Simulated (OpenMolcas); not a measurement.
## 3d2 along the 20-electron sequence

| Property | Result |
| --- | --- |
| Program | OpenMolcas |
| Method | CASSCF |
| Basis | ANO-RCC-VTZP |
| Scalar Hamiltonian | DKH2, point nucleus |
| Spin-orbit coupling | state interaction with AMFI integrals over the reference wave functions, term energies averaged over their components |

Active space for each ion: 2 electrons in 5 orbitals (3d).

Computed levels in cm-1 above 3F2:

| Level | Ti2+ | V3+ | Cr4+ | Mn5+ | Co7+ |
| --- | --- | --- | --- | --- | --- |
| 3F3 | 193 | 326 | 505 | 751 | 1369 |
| 3F4 | 445 | 748 | 1153 | 1704 | 3070 |
| 1D2 | 11360 | 13929 | 16452 | 18834 | 23126 |
| 3P0 | 13576 | 16475 | 19267 | 21888 | 26484 |
| 3P1 | 13642 | 16588 | 19445 | 22157 | 26991 |
| 3P2 | 13782 | 16832 | 19838 | 22764 | 28180 |
| 1G4 | 17501 | 21426 | 25239 | 28820 | 35303 |
| 1S0 | 42460 | 52049 | 61249 | 69682 | 84805 |
| weight of 3F in the lowest level (%) | 100 | 100 | 100 | 100 | 100 |

Measured, with the error of the calculation in %. Measured levels: Ti2+ from Corliss and Sugar, J. Phys. Chem. Ref. Data 8, 1 (1979); V3+ from Sugar and Corliss, J. Phys. Chem. Ref. Data 7, 1191 (1978); Cr4+ from Sugar and Corliss, J. Phys. Chem. Ref. Data 6, 317 (1977); Mn5+ from Corliss and Sugar, J. Phys. Chem. Ref. Data 6, 1253 (1977); Co7+ from Sugar and Corliss, J. Phys. Chem. Ref. Data 10, 1097 (1981).

```tsv
Level	Ti2+	V3+	Cr4+	Mn5+	Co7+
3F3	185 (+4.5)	325 (+0.1)	508 (-0.7)	746 (+0.6)	1430 (-4.3)
3F4	420 (+6.0)	735 (+1.8)	1142 (+1.0)	1669 (+2.1)	3144 (-2.3)
1D2	8474 (+34.1)	10959 (+27.1)	13188 (+24.8)	15336 (+22.8)	19624 (+17.8)
3P0	10538 (+28.8)		15492 (+24.4)	17782 (+23.1)	22304 (+18.7)
3P1	10604 (+28.7)	13239 (+25.3)	15677 (+24.0)	18057 (+22.7)	22839 (+18.2)
3P2	10721 (+28.6)	13458 (+25.1)	16041 (+23.7)	18628 (+22.2)	24055 (+17.2)
1G4	14398 (+21.6)	18391 (+16.5)	22019 (+14.6)	25511 (+13.0)	32360 (+9.1)
1S0	32476 (+30.7)	42462 (+22.6)	51146 (+19.8)		74247 (+14.2)
```

The fine-structure level 3F4 changes by a factor of 6.9 from Ti2+ to Co7+. Its fourth root runs 4.59, 5.23, 5.83, 6.42, 7.44, with steps per unit of Z of 0.64, 0.60, 0.60, 0.51; equal steps would mean a (Z - σ)^4 law with constant σ.

1D2 changes by a factor of 2.04 over the same range, with steps per unit of Z of +2570, +2520, +2380, +2150 cm-1.

Without dynamic correlation excited terms often stand tens of per cent too high (terms of higher spin than the ground term too low), and those without a measured partner can miss by more than the paired ones. Measured partners are found by configuration, term and J. A level has none where our copy of the source lacks it or the pairing is in doubt (some pairs that miss far off the trend of their configuration count as doubtful), and it then counts in no deviation. Levels of configurations outside the active space are missing.
